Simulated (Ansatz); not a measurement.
```xyz
7

S     1.0828   -1.8801   -0.9891
C    -0.2444   -1.0805   -0.5289
B    -0.1000    0.1732    0.3685
S     0.4087    1.7089   -0.3560
H    -1.2314   -1.4681   -0.8001
H    -0.3329    0.1022    1.5374
H     0.4171    2.4444    0.7681
```

Charge 0, multiplicity 1.

**Question.** List the ωB97M-V/def2-TZVPP orbital energies in eV (Ansatz). (An estimate is asked.)

**Answer.** Computed: Occupied: -2427.38, -2426.81, -283.07, -221.39, -220.76, -188.79, -164.49, -164.38, -164.36, -163.88, -163.83, -163.64, -25.17, -23.89, -19.47, -16.68, -14.91, -14.16, -12.96, -12.05, -10.87, -10.72, -8.68. Lowest empty: -0.43, 0.72, 2.06, 2.75, 3.49, 3.73, 4.13, 4.78.
